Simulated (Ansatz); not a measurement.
This geometry of GaH3 + H4Si (9 atoms, charge 0, multiplicity 1) is a first-order saddle point.

These are results of RKS PBE/def2-SVP in Ansatz 0.2.0, not measurements.

```xyz
9
Properties=species:S:1:pos:R:3
Ga -0.130 -0.136 -0.008
H 0.263 0.422 1.571
H 1.160 0.024 -0.863
H -1.674 -0.004 -0.147
Si 0.147 -2.577 0.957
H -0.219 -3.316 -0.306
H 1.543 -2.986 1.346
H -0.811 -3.009 2.036
H 0.265 -0.751 1.527
```

Question: Which two structures does it join? (They come from a converged band through this point; their orientation in space is the band's.)

Answer: Bonds broken: Ga1–H2, Si5–H9. Bonds formed: Ga1–Si5, H2–H9. GaH3 + H4Si becomes GaH5Si + H2.

Image 0:

```xyz
9
Properties=species:S:1:pos:R:3
Ga -0.035 0.264 0.135
H 0.447 1.141 1.359
H 1.047 -0.481 -0.757
H -1.536 0.314 -0.362
Si 0.147 -2.743 1.126
H -0.288 -3.210 -0.228
H 1.637 -2.736 1.271
H -0.497 -3.561 2.209
H -0.378 -1.323 1.360
```

Image 6:

```xyz
9
Properties=species:S:1:pos:R:3
Ga -0.153 -0.593 -0.125
H 0.265 0.796 1.608
H 1.064 0.158 -0.807
H -1.601 0.041 -0.233
Si 0.142 -2.821 0.792
H -0.150 -3.828 -0.295
H 1.549 -3.074 1.275
H -0.798 -3.115 1.936
H 0.225 0.102 1.962
```

Question: How far does it lie above each of them?

Answer: 22.3 kcal/mol above the first and 20.9 kcal/mol above the second. This is the barrier of this one path; another mechanism may lie lower. The orbitals stay closed-shell, which can raise the energy where a bond breaks towards radicals; this wasn't checked here.

Run time: 73 s on 2 threads of Intel(R) Xeon(R) 6975P-C (Granite Rapids), with other jobs on the host, peak memory 0.16 GiB.
